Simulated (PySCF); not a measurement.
Isomers of C6H9P. Level of theory: TDDFT CAM-B3LYP/def2-SVPD, vertical, gas phase, core orbitals frozen in the response (PySCF). Geometries: GFN2-xTB; one conformer of each isolated species. Triplets are in the Tamm–Dancoff approximation. 'Strongest' means the level of largest summed f among the lowest 8 singlets; it needn't be the same kind of state in each.

Problem. Rank by computed lowest singlet excitation energy, highest first.
A. `C1P(C=CCC=1)C`
B. `CC1C=CPC=C1`
C. `CC#CPC1CC1`
D. `CC1=CPC(C)=C1`
E. `C#CCPC(=C)C`
F. `CC#CP=C(C)C`

Solution. E (5.91 eV), B (5.69 eV), C (5.54 eV), A (5.33 eV), D (4.72 eV), F (4.52 eV).

| SMILES | S1 (eV) | first f ≥ 0.01 (nm) | HOMO (eV) | LUMO (eV) | strongest (eV) | S1 mainly |
| --- | --- | --- | --- | --- | --- | --- |
| C#CCPC(=C)C | 5.91 | 210 | -8.06 | 0.86 | 5.91 | H→L (87%) |
| CC1C=CPC=C1 | 5.69 | 218 | -7.67 | 1.06 | 7.22 | H→L+1 (97%) |
| CC#CPC1CC1 | 5.54 | 224 | -7.93 | 1.21 | 6.97 | H→L (44%) |
| CP1C=CCC=C1 | 5.33 | 233 | -7.43 | 0.99 | 5.66 | H→L+1 (98%) |
| Cc1c[pH]c(C)c1 | 4.72 | 263 | -7.57 | 0.24 | 5.39 | H→L (96%) |
| CC#CP=C(C)C | 4.52 | 269 | -7.50 | -0.32 | 4.61 | H-1→L (96%) |

H and L stand for HOMO and LUMO.
